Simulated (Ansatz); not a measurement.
Species: fluoro(triiodo)germane, sum formula GeI3F, net charge 0, singlet state. SMILES: [Ge]([I])([I])([F])[I]
Geometry: optimised at B3LYP-D3(BJ)/def2-TZVP (Ansatz, an electronic-structure program).

Wanted: vertical ionisation energy (to the doublet state of charge +1; each state is the SCF solution reached for its spin; the molecule has degenerate orbitals, so one determinant may break the symmetry), in eV. Cores are frozen in the correlated levels unless marked. Open shells are spin-unrestricted. No spin-orbit coupling. The frozen core is the preceding noble-gas configuration, with the filled d and f shells of earlier blocks. Past Kr the def2 sets carry scalar-relativistic core potentials. CBS marks a two-point X^-3 extrapolation of the correlation energy; Hartree-Fock from the larger set. The bracket is a focal-point correction in the basis named. The program attaches cautions to a run behind CCSD(T)/def2-SVPD: other roots.

```csv
level,program,vertical ionisation energy (eV),minus last row
r2SCAN/def2-TZVPD,Ansatz,9.42,-0.74
wB97M-V/def2-TZVPD,Ansatz,10.08,-0.08
RI-MP2/def2-TZVPPD,Ansatz,10.16,0.00
RI-MP2/def2-QZVPPD,Ansatz,10.27,0.11
CCSD(T)/def2-SVPD,Ansatz,9.73,-0.43
CCSD(T)/def2-TZVPPD,Ansatz,9.95,-0.21
"RI-MP2/CBS(def2-TZVPPD,def2-QZVPPD)+[CCSD(T)-MP2]/def2-TZVPPD",Ansatz,10.16,0.00
```
